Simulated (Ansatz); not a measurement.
Abridged output of a molecular run in Ansatz:

```
Functional definition: HF
1152 factors; integrals over basis functions are off by at most 9.8e-4 eV
mean field evaluation 1: about -51504.2964 eV, gradient 3.5e1 eV
mean field evaluation 2: about -51504.5712 eV, gradient 3.5e1 eV
mean field evaluation 4: about -51507.1736 eV, gradient 4.9e0 eV
mean field evaluation 8: about -51507.2203 eV, gradient 5.3e-1 eV
mean field -51507.22081379 eV, -1892.8554520585 hartree, gradient 1.4e-6 eV, S^2 0.000000; 0 other end points of the search recorded, 0 dependent functions left out
11 core orbitals not correlated: weight in the atoms' cores, before any rotation towards them, 1.000 or more for the frozen orbitals, at most 0.000 for the correlated occupied ones
reference -51507.22081379 eV, -1892.8554520585 hartree; 13, 13 occupied and 158, 158 virtual orbitals, 1152 factors
second order -25.50977743 eV of doubles, -0.00000000 eV of singles
cycle   1  -23.86424664 eV  change     1.6e0 eV  update   1.2e-1
cycle   2  -24.58477210 eV  change   -7.2e-1 eV  update   5.0e-2
cycle   3  -24.75006103 eV  change   -1.7e-1 eV  update   2.0e-2
cycle   4  -24.72325882 eV  change    2.7e-2 eV  update   6.4e-3
cycle   5  -24.71547861 eV  change    7.8e-3 eV  update   2.5e-3
cycle   6  -24.71794663 eV  change   -2.5e-3 eV  update   9.4e-4
cycle   7  -24.71783657 eV  change    1.1e-4 eV  update   3.6e-4
cycle   8  -24.71740594 eV  change    4.3e-4 eV  update   1.4e-4
cycle   9  -24.71749604 eV  change   -9.0e-5 eV  update   6.0e-5
cycle  10  -24.71754706 eV  change   -5.1e-5 eV  update   2.3e-5
cycle  11  -24.71750564 eV  change    4.1e-5 eV  update   1.2e-5
cycle  12  -24.71752082 eV  change   -1.5e-5 eV  update   5.1e-6
perturbative correction -0.83635111 eV, -0.0307353363 hartree
Total energy: -51532.77468572 eV, -1893.7945395308 hartree
```

Its atoms:

Cartesian coordinates in Å:
```
O -0.939 0.172 1.167
C 0.182 0.493 0.333
Zn 0.212 -0.549 -1.345
H -0.812 -0.713 1.515
H 1.121 0.433 0.899
H 0.061 1.550 0.077
H 0.175 -1.387 -2.645
```

**Question.** Which basis set was used?
A. cc-pV(D+d)Z
B. def2-TZVPP
C. def2-SVPD
D. def2-TZVPPD

**Answer.** B. It gives 182 functions.

**Question.** Write the keys of the input that set method, charge and spin (a neutral closed shell needs none for the last two).

**Answer.** 
```yaml
correlation: {method: ccsd_t, frozen_orbitals: {C: 1, H: 0, O: 1, Zn: 9}}
```
